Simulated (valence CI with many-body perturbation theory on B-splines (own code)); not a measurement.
The numbers below are computed, except where a source is named.
# Level structure of Ag XLI

Level of theory: relativistic CI+MBPT: five valence electrons over a frozen Dirac-Fock core [He], radial functions for each j: 9 s, 9 p, 8 d, 6 f, 3 g, 1 h, with the one-electron correlation potential Σ1 (screened to all orders), the two-electron term Σ2, the three-electron term Σ3, Breit, model QED; selected single and double excitations, second order for the rest (own B-spline code, finite nucleus).

The last digits are not significant, and no measured levels were compared; by estimate large intervals hold to a few tenths of a per cent, small ones and those within an open d or f shell to about a per cent. Among the levels kept, up to 1700 cm⁻¹ of a level comes from second order outside the variational space, and about a tenth of that is noise between levels of different J, which matters for small intervals.

Levels 46 to 84 of 84, with energies above the lowest level, (2s^2 2p1/2^2 2p3/2) J=3/2. "Leading %" is the weight of the configuration and term that name the level; weights of strongly mixed levels are sums over their largest components and can fall short. In the jj column 3d3/2^4 stands for four electrons in 3d with j = 3/2.

| No. | Configuration | Term | J | E (× 10³ cm⁻¹) | Leading % | Second component | g | Leading jj |
| --- | --- | --- | --- | --- | --- | --- | --- | --- |
| 46 | 2s²2p²3d | ²G | 9/2 | 30365 | 58 | 42 % 2s²2p²3d ⁴F | 1.195 | 2s^2 2p1/2 2p3/2 3d5/2 (99 %) |
| 47 | 2s²2p²3d | ⁴P | 3/2 | 30367 | 39 | 28 % 2s²2p²3d ²P | 1.402 | 2s^2 2p1/2 2p3/2 3d3/2 (57 %) |
| 48 | 2s²2p²3d | ⁴D | 5/2 | 30372 | 35 | 32 % 2s²2p²3d ²F | 1.159 | 2s^2 2p1/2 2p3/2 3d5/2 (64 %) |
| 49 | 2s²2p²3d | ⁴P | 1/2 | 30390 | 41 | 29 % 2s²2p²3d ²S | 1.853 | 2s^2 2p1/2 2p3/2 3d3/2 (96 %) |
| 50 | 2s²2p²3s | ²P | 3/2 | 30410 | 45 | 33 % 2s²2p²3s ²D | 1.166 | 2s^2 2p3/2^2 3s (86 %) |
| 51 | 2s2p³3s | ⁴D° | 1/2 | 30474 | 42 | 34 % 2s2p³3s ²P° | 0.709 | 2s 2p1/2^2 2p3/2 3s (93 %) |
| 52 | 2s²2p²3d | ²D | 5/2 | 30477 | 48 | 17 % 2s²2p²3d ⁴P | 1.276 | 2s^2 2p1/2 2p3/2 3d5/2 (73 %) |
| 53 | 2s2p³3p | ⁶P | 3/2 | 30478 | 33 | 23 % 2s2p³3p ⁴P | 1.797 | 2s 2p1/2^2 2p3/2 3p1/2 (86 %) |
| 54 | 2s²2p²3d | ²F | 7/2 | 30498 | 60 | 24 % 2s²2p²3d ²G | 1.104 | 2s^2 2p1/2 2p3/2 3d5/2 (91 %) |
| 55 | 2s2p³3s | ²P° | 3/2 | 30498 | 28 | 21 % 2s2p³3s ²D° | 1.357 | 2s 2p1/2^2 2p3/2 3s (95 %) |
| 56 | 2s2p³3p | ⁶P | 5/2 | 30503 | 22 | 14 % 2s2p³3p ⁴P | 1.413 | 2s 2p1/2^2 2p3/2 3p1/2 (74 %) |
| 57 | 2s²2p²3d | ²D | 3/2 | 30512 | 61 | 24 % 2s²2p²3d ²P | 0.956 | 2s^2 2p1/2 2p3/2 3d5/2 (94 %) |
| 58 | 2s²2p²3d | ²P | 1/2 | 30523 | 62 | 25 % 2s²2p²3d ²S | 1.112 | 2s^2 2p1/2 2p3/2 3d5/2 (89 %) |
| 59 | 2s²2p²3s | ²S | 1/2 | 30663 | 65 | 16 % 2s²2p²3s ⁴P | 1.906 | 2s^2 2p3/2^2 3s (89 %) |
| 60 | 2s²2p²3p | ²P° | 3/2 | 30882 | 26 | 22 % 2s²2p²3p ⁴P° | 1.424 | 2s^2 2p3/2^2 3p1/2 (96 %) |
| 61 | 2s2p³3p | ⁶P | 7/2 | 30888 | 44 | 39 % 2s2p³3p ⁴D | 1.508 | 2s 2p1/2^2 2p3/2 3p3/2 (93 %) |
| 62 | 2s2p³3p | ⁴D | 1/2 | 30895 | 35 | 26 % 2s2p³3p ²P | 1.054 | 2s 2p1/2^2 2p3/2 3p1/2 (87 %) |
| 63 | 2s²2p²3p | ²D° | 5/2 | 30910 | 44 | 24 % 2s²2p²3p ²F° | 1.181 | 2s^2 2p3/2^2 3p1/2 (96 %) |
| 64 | 2s2p³3p | ⁴F | 3/2 | 30913 | 29 | 17 % 2s2p³3p ²D | 0.936 | 2s 2p1/2^2 2p3/2 3p1/2 (94 %) |
| 65 | 2s2p³3p | ⁴P | 3/2 | 30941 | 38 | 24 % 2s2p³3p ²P | 1.592 | 2s 2p1/2^2 2p3/2 3p3/2 (93 %) |
| 66 | 2s2p³3p | ⁴P | 5/2 | 31018 | 37 | 22 % 2s2p³3p ⁶P | 1.470 | 2s 2p1/2^2 2p3/2 3p3/2 (91 %) |
| 67 | 2s2p³3p | ⁴P | 1/2 | 31053 | 41 | 29 % 2s2p³3p ²P | 1.775 | 2s 2p1/2^2 2p3/2 3p3/2 (86 %) |
| 68 | 2s²2p²3p | ²P° | 1/2 | 31146 | 67 | 16 % 2s²2p²3p ²S° | 0.785 | 2s^2 2p3/2^2 3p1/2 (75 %) |
| 69 | 2s²2p²3p | ²D° | 5/2 | 31222 | 50 | 33 % 2s²2p²3p ⁴P° | 1.301 | 2s^2 2p3/2^2 3p3/2 (94 %) |
| 70 | 2s²2p²3p | ⁴D° | 7/2 | 31225 | 55 | 40 % 2s²2p²3p ²F° | 1.305 | 2s^2 2p3/2^2 3p3/2 (93 %) |
| 71 | 2s²2p²3p | ²P° | 1/2 | 31261 | 71 | 16 % 2s²2p²3p ²S° | 1.087 | 2s^2 2p3/2^2 3p3/2 (76 %) |
| 72 | 2s2p³3s | ⁴D° | 5/2 | 31340 | 38 | 34 % 2s2p³3s ⁶S° | 1.580 | 2s 2p1/2 2p3/2^2 3s (78 %) |
| 73 | 2s2p³3p | ²D | 5/2 | 31355 | 24 | 19 % 2s2p³3p ⁴F | 1.230 | 2s 2p1/2^2 2p3/2 3p3/2 (95 %) |
| 74 | 2s2p³3d | ⁶D° | 5/2 | 31371 | 29 | 27 % 2s2p³3d ⁴D° | 1.380 | 2s 2p1/2^2 2p3/2 3d3/2 (80 %) |
| 75 | 2s2p³3d | ⁶D° | 3/2 | 31383 | 42 | 18 % 2s2p³3d ⁴P° | 1.514 | 2s 2p1/2^2 2p3/2 3d3/2 (92 %) |
| 76 | 2s2p³3d | ⁶D° | 7/2 | 31385 | 36 | 21 % 2s2p³3d ⁴F° | 1.363 | 2s 2p1/2^2 2p3/2 3d3/2 (72 %) |
| 77 | 2s2p³3d | ⁶D° | 1/2 | 31390 | 45 | 38 % 2s2p³3d ⁴P° | 2.619 | 2s 2p1/2^2 2p3/2 3d3/2 (92 %) |
| 78 | 2s2p³3p | ²P | 3/2 | 31418 | 24 | 20 % 2s2p³3p ⁴D | 1.208 | 2s 2p1/2^2 2p3/2 3p3/2 (94 %) |
| 79 | 2s²2p²3p | ²P° | 3/2 | 31437 | 22 | 19 % 2s2p³3s ⁴S° | 1.339 | 2s^2 2p3/2^2 3p3/2 (52 %) |
| 80 | 2s2p³3p | ⁴P | 1/2 | 31447 | 49 | 13 % 2s2p³3p ²S | 1.823 | 2s 2p1/2^2 2p3/2 3p3/2 (94 %) |
| 81 | 2s2p³3d | ⁶D° | 9/2 | 31462 | 44 | 40 % 2s2p³3d ⁴F° | 1.396 | 2s 2p1/2^2 2p3/2 3d5/2 (94 %) |
| 82 | 2s2p³3s | ⁴S° | 3/2 | 31490 | 20 | 15 % 2s2p³3s ⁴D° | 1.389 | 2s 2p1/2 2p3/2^2 3s (50 %) |
| 83 | 2s²2p²3p | ²P° | 3/2 | 31568 | 56 | 13 % 2s²2p²3p ²D° | 1.306 | 2s^2 2p3/2^2 3p3/2 (90 %) |
| 84 | 2s2p³3s | ⁴D° | 7/2 | 31576 | 80 | 6 % 2s2p³3d ⁴D° | 1.390 | 2s 2p1/2 2p3/2^2 3s (80 %) |
